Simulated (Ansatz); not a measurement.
```yaml
crystal:
  periodic: [false, false, false]
  atoms:
    - {symbol: F, position_ang: [-0.806586, -1.369732, 1.296832]}
    - {symbol: Hf, position_ang: [0.322375, -0.500380, 0.049301]}
    - {symbol: F, position_ang: [2.143708, -0.779863, 0.471131]}
    - {symbol: F, position_ang: [-0.094853, -1.181914, -1.667648]}
    - {symbol: Se, position_ang: [-0.081318, 2.044838, 0.112318]}
    - {symbol: H, position_ang: [-1.483315, 1.787061, -0.261934]}
basis:
  gaussian: {orbitals: def2-TZVPD, fitting: {mean_field: cc-pVTZ-jkfit}, final_grid: {core_spheres: 8, valence_spheres: 7, degree: 23}}
hamiltonian: {xc: {name: BLYP}, dispersion: d4}
scf: {lower_state_search: off}
output: {forces: true}
```

```sh
$ ansatz run in.yaml --threads 4 --pin off --events-out ev --progress --plain --max-ram 10444MiB
```

How does Ansatz answer? (Best estimate.)

The calculation gave: The input was rejected before any iteration.
```
Functional definition: BLYP
Error: <dir> the basis set cc-pVTZ-JKFIT has no functions for Hf
```
